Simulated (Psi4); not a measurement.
Psi4 input (wB97X-D/6-31G*):

```
memory 1500 MB

molecule {
1 1
C    -1.86965100    0.20288200    0.10853500
C    -0.43259100   -0.09073500   -0.07292900
O     0.00113500   -1.08714100   -0.77414900
O     0.42290200    0.65748000    0.47633100
C     1.87560400    0.41309800    0.33022900
H    -2.33266400    0.36803700   -0.86836600
H    -2.00015800    1.08216900    0.73218100
H    -2.36035100   -0.65762300    0.57193300
H     2.13130100    0.47587400   -0.72366900
H     2.33196600    1.20875100    0.90559800
H     2.10315700   -0.56670400    0.74038700
H    -0.70572100   -1.62469500   -1.17053800
symmetry c1
no_reorient
no_com
}

set {
  basis 6-31G*
  reference rks
  scf_type pk
  dft_radial_points 99
  dft_spherical_points 590
  e_convergence 1e-8
  d_convergence 1e-7
  maxiter 150
}

e = energy('wb97x-d')
print_out(f'\nFINAL {e:.10f} DIPOLE {variable("CURRENT DIPOLE")[0]:.6f} {variable("CURRENT DIPOLE")[1]:.6f} {variable("CURRENT DIPOLE")[2]:.6f}\n')
```

Output:

```
   => Loading Basis Set <=

    Name: 6-31G*
    Role: ORBITAL
    Keyword: BASIS
    atoms 1-2, 5 entry C          line   111 file 6-31gs.gbs
    atoms 3-4    entry O          line   145 file 6-31gs.gbs
    atoms 6-12   entry H          line    44 file 6-31gs.gbs

   => WB97X-D: Empirical Dispersion <=

    Chai and Head-Gordon Dispersion Correction
    Chai, J.-D.; Head-Gordon, M. (2010), J. Chem. Phys., 132: 6615-6620

        s6 =       1.000000

         ---------------------------------------------------------
                                   SCF
               by Justin Turney, Rob Parrish, Andy Simmonett
                          and Daniel G. A. Smith
                              RKS Reference
         ---------------------------------------------------------

  ==> Geometry <==

    Molecular point group: c1
    Full point group: C1

    Geometry (in Angstrom), charge = 1, multiplicity = 1:

       Center              X                  Y                   Z               Mass
    ------------   -----------------  -----------------  -----------------  -----------------
         C           -1.869651000000     0.202882000000     0.108535000000    12.000000000000
         C           -0.432591000000    -0.090735000000    -0.072929000000    12.000000000000
         O            0.001135000000    -1.087141000000    -0.774149000000    15.994914619570
         O            0.422902000000     0.657480000000     0.476331000000    15.994914619570
         C            1.875604000000     0.413098000000     0.330229000000    12.000000000000
         H           -2.332664000000     0.368037000000    -0.868366000000     1.007825032230
         H           -2.000158000000     1.082169000000     0.732181000000     1.007825032230
         H           -2.360351000000    -0.657623000000     0.571933000000     1.007825032230
         H            2.131301000000     0.475874000000    -0.723669000000     1.007825032230
         H            2.331966000000     1.208751000000     0.905598000000     1.007825032230
         H            2.103157000000    -0.566704000000     0.740387000000     1.007825032230
         H           -0.705721000000    -1.624695000000    -1.170538000000     1.007825032230

  Running in c1 symmetry.

  Rotational constants: A =      0.33092  B =      0.13356  C =      0.09872 [cm^-1]
  Rotational constants: A =   9920.68998  B =   4003.89539  C =   2959.66337 [MHz]
  Nuclear repulsion =  191.580244359936415

  Charge       = 1
  Multiplicity = 1
  Electrons    = 40
  Nalpha       = 20
  Nbeta        = 20

  ==> Algorithm <==

  SCF Algorithm Type is PK.
  DIIS enabled.
  MOM disabled.
  Fractional occupation disabled.
  Guess Type is SAD.
  Energy threshold   = 1.00e-08
  Density threshold  = 1.00e-07
  Integral threshold = 1.00e-12

  ==> Primary Basis <==

  Basis Set: 6-31G*
    Blend: 6-31G*
    Number of shells: 44
    Number of basis functions: 89
    Number of Cartesian functions: 89
    Spherical Harmonics?: false
    Max angular momentum: 2

  ==> DFT Potential <==

   => LibXC <=

    Version 7.1.2
    S. Lehtola, C. Steigemann, M. J. T. Oliveira, and M. A. L. Marques,  SoftwareX 7, 1–5 (2018) (10.1016/j.softx.2017.11.002)

   => Composite Functional: WB97X-D <=

    wB97X-D Hyb-GGA Exchange-Correlation Functional

    J.-D. Chai and M. Head-Gordon,  Phys. Chem. Chem. Phys. 10, 6615–6620 (2008) (10.1039/B810189B)

    Deriv               =              1
    GGA                 =           TRUE
    Meta                =          FALSE

    Exchange Hybrid     =           TRUE
    MP2 Hybrid          =          FALSE

   => Exchange-Correlation Functionals <=

    1.0000   wB97X-D range-separated functional

   => Exact (HF) Exchange <=

    0.7780            HF,LR [omega = 0.2000]
    0.2220               HF

   => LibXC Density Thresholds  <==

    XC_HYB_GGA_XC_WB97X_D:  1.00E-14

   => Molecular Quadrature <=

    Radial Scheme          =       TREUTLER
    Pruning Scheme         =           NONE
    Nuclear Scheme         =       TREUTLER

    Blocking Scheme        =         OCTREE
    BS radius alpha        =              1
    Pruning alpha          =              1
    Radial Points          =             99
    Spherical Points       =            590
    Total Points           =         655873
    Total Blocks           =           4631
    Max Points             =            256
    Max Functions          =             88
    Weights Tolerance      =       1.00E-15

  ==> Integral Setup <==

  Using in-core PK algorithm.
   Calculation information:
      Number of atoms:                  12
      Number of AO shells:              44
      Number of primitives:            103
      Number of atomic orbitals:        89
      Number of basis functions:        89

      Integral cutoff                 1.00e-12
      Number of threads:                 1

  Performing in-core PK
  Using 24066045 doubles for integral storage.
  We computed 458568 shell quartets total.
  Whereas there are 490545 unique shell quartets.

  Computing range-separated integrals for PK
  We computed 458568 wK shell quartets total.
  Whereas there are 490545 wK unique shell quartets.

  ==> DiskJK: Disk-Based J/K Matrices <==

    J tasked:                  Yes
    K tasked:                  Yes
    wK tasked:                 Yes
    Omega:               2.000E-01
    Schwarz Cutoff:          1E-12


  Cached 33.3% of DFT collocation blocks in 0.458 [GiB].

  Minimum eigenvalue in the overlap matrix is 4.1989516232E-03.
  Reciprocal condition number of the overlap matrix is 6.1148830420E-04.
    Using symmetric orthogonalization.

  ==> Pre-Iterations <==

  SCF Guess: Superposition of Atomic Densities via on-the-fly atomic UHF (no occupation information).

   -------------------------
    Irrep   Nso     Nmo
   -------------------------
     A         89      89
   -------------------------
    Total      89      89
   -------------------------

  ==> Iterations <==

                        Total Energy        Delta E     RMS |[F,P]|

   @RKS iter SAD:  -268.23637160792072   -2.68236e+02   0.00000e+00
   @RKS iter   1:  -268.49199776713021   -2.55626e-01   6.39657e-03 DIIS/ADIIS
   @RKS iter   2:  -268.53600238496728   -4.40046e-02   5.75212e-03 DIIS/ADIIS
   @RKS iter   3:  -268.62776107837715   -9.17587e-02   8.83671e-04 DIIS/ADIIS
   @RKS iter   4:  -268.63004914373738   -2.28807e-03   2.48256e-04 DIIS/ADIIS
   @RKS iter   5:  -268.63027795912802   -2.28815e-04   4.82370e-05 DIIS
   @RKS iter   6:  -268.63028744403834   -9.48491e-06   1.96371e-05 DIIS
   @RKS iter   7:  -268.63028865276436   -1.20873e-06   7.22781e-06 DIIS
   @RKS iter   8:  -268.63028884086970   -1.88105e-07   2.75091e-06 DIIS
   @RKS iter   9:  -268.63028887079992   -2.99302e-08   3.41505e-07 DIIS
   @RKS iter  10:  -268.63028887174369   -9.43771e-10   1.33180e-07 DIIS
   @RKS iter  11:  -268.63028887184248   -9.87939e-11   3.88028e-08 DIIS
  Energy and wave function converged.

  ==> Post-Iterations <==

   Electrons on quadrature grid:
      Ntotal   =   40.0000009891 ; deviation = 9.891e-07

    Orbital Energies [Eh]
    ---------------------

    Doubly Occupied:

       1A    -19.580789     2A    -19.573937     3A    -10.705364
       4A    -10.545482     5A    -10.515355     6A     -1.492961
       7A     -1.409488     8A     -1.102780     9A     -1.025356
      10A     -0.975376    11A     -0.854149    12A     -0.828816
      13A     -0.822421    14A     -0.749386    15A     -0.728157
      16A     -0.701302    17A     -0.692330    18A     -0.690218
      19A     -0.656395    20A     -0.640652

    Virtual:

      21A     -0.174376    22A     -0.057396    23A     -0.023244
      24A      0.035676    25A      0.038967    26A      0.056151
      27A      0.067114    28A      0.076926    29A      0.087941
      30A      0.100349    31A      0.181352    32A      0.223567
      33A      0.386402    34A      0.393311    35A      0.401770
      36A      0.437358    37A      0.449108    38A      0.453980
      39A      0.512785    40A      0.534302    41A      0.568407
      42A      0.642521    43A      0.671981    44A      0.747207
      45A      0.747699    46A      0.760881    47A      0.788795
      48A      0.816679    49A      0.822590    50A      0.840361
      51A      0.873325    52A      0.877752    53A      0.934206
      54A      0.961981    55A      1.089209    56A      1.197399
      57A      1.207547    58A      1.262792    59A      1.297196
      60A      1.350945    61A      1.394393    62A      1.501738
      63A      1.559590    64A      1.600680    65A      1.635438
      66A      1.716714    67A      1.752689    68A      1.805744
      69A      1.831366    70A      1.985358    71A      1.987091
      72A      2.071316    73A      2.086030    74A      2.119371
      75A      2.156785    76A      2.167601    77A      2.304871
      78A      2.338145    79A      2.469555    80A      2.475971
      81A      2.627376    82A      2.678529    83A      2.818012
      84A      2.988278    85A      3.795154    86A      3.930467
      87A      4.001314    88A      4.189898    89A      4.322498

    Final Occupation by Irrep:
              A
    DOCC [    20 ]
    NA   [    20 ]
    NB   [    20 ]

  @RKS Final Energy:  -268.63028887184248

   => Energetics <=

    Nuclear Repulsion Energy =            191.5802443599364153
    One-Electron Energy =                -735.0655615166122061
    Two-Electron Energy =                 299.5572635748721382
    DFT Exchange-Correlation Energy =     -24.6984533016975867
    Empirical Dispersion Energy =          -0.0037819883411959
    VV10 Nonlocal Energy =                  0.0000000000000000
    Total Energy =                       -268.6302888718424811

Computation Completed

Properties will be evaluated at   0.000000,   0.000000,   0.000000 [a0]

Properties computed using the SCF density matrix

 Multipole Moments:

 ------------------------------------------------------------------------------------
     Multipole            Electronic (a.u.)      Nuclear  (a.u.)        Total (a.u.)
 ------------------------------------------------------------------------------------

 L = 1.  Multiply by 2.5417464519 to convert [e a0] to [Debye]
 Dipole X            :         -0.5582190           -0.0000038           -0.5582228
 Dipole Y            :         -0.5222212           -0.0000170           -0.5222383
 Dipole Z            :         -0.3826093           -0.0000151           -0.3826244
 Magnitude           :                                                    0.8548374

 ------------------------------------------------------------------------------------

FINAL -268.6302888718 DIPOLE -0.558223 -0.522238 -0.382624

*** Psi4 exiting successfully. Buy a developer a beer!
```

The dipole moment of an ion depends on the origin.

The geometry given is a B3LYP-D3(BJ)/def2-TZVP minimum.
